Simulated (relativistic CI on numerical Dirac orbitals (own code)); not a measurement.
Hyperfine structure of Hg2+, mass number 199

Computed by Dirac-Coulomb-Breit CI, KLI orbitals optimised for each configuration, QED by a radiative potential, valence Slater integrals scaled by 0.85, P86 correlation energy added to each configuration (own radial code, finite nucleus).

Configuration list (outside the closed core [Xe] 4f14): 5d10, 5d9 6s, 5d9 6p, 5d9 5f, 5d9 7s, 5d9 6d, 5d9 7p, 5d9 7d, 5d9 6f, 5d9 5g, 5d9 7f, 5d9 6g. Double excitations out of closed p, d and f shells are left out; levels of such configurations are missing from the list, as are those of other unlisted configurations, and high levels can miss mixing partners.

Nuclear spin I = 1/2, μ = 0.5039 μN (tables of Stone and Pyykkö). The electronic factors are computed for point nuclear moments, without core polarisation; leaving it out makes A of s and p electrons in near-neutral atoms 20 to 40 % too small, and it can dominate for d and f shells.

| Level | E (cm⁻¹) | A (MHz) |
| --- | --- | --- |
| 5d9 6s 3D_3 | 46857.7 | 9146 |
| 5d9 6s 3D_2 | 50600.1 | -5604 |
| 5d9 6s 3D_1 | 61626.1 | -9107 |
| 5d9 6s 1D_2 | 65516.5 | 13000 |
| 5d9 6p 3P°_2 | 107300.8 | -547.2 |
| 5d9 6p 3F°_3 | 109567.1 | 2587 |
| 5d9 6p 3F°_4 | 119809.8 | 987.5 |
| 5d9 6p 3P°_1 | 120912.4 | 870 |

Levels with J = 0, under 50 % of one LS term, or S terms without an open s electron are left out. Small factors come from cancelling terms and can be off by tens of per cent or more.

For a near-neutral ion this model can misplace configurations by up to about 10,000 cm⁻¹ (more where the count of f electrons changes) and terms by 10 to 25 % of their spread. Rates follow the energies as ν³ (E1, M1) or ν⁵ (E2), so they and the lifetimes can be off by large factors. The fine structure of a lone outer electron comes out too small, for d and f at times inverted, and misplaced configurations move strength between like terms. 15 of the 62 excited levels that our extract of the measured tables holds in this range could be paired (the sources list more); they are missed by 2868 cm⁻¹ on average and 4571 at most, and levels without a partner can miss by more.

**Question.** Give the hyperfine levels of 5d9 6s 3D_3 relative to its centre of gravity.

**Answer.** With K = F(F + 1) − I(I + 1) − J(J + 1), E = AK/2: F = 5/2: -18290, F = 7/2: 13720 MHz.

LS names give the leading component of a level, which can be under half, so a name can repeat, a term be missing and a line seem to break the LS rules.
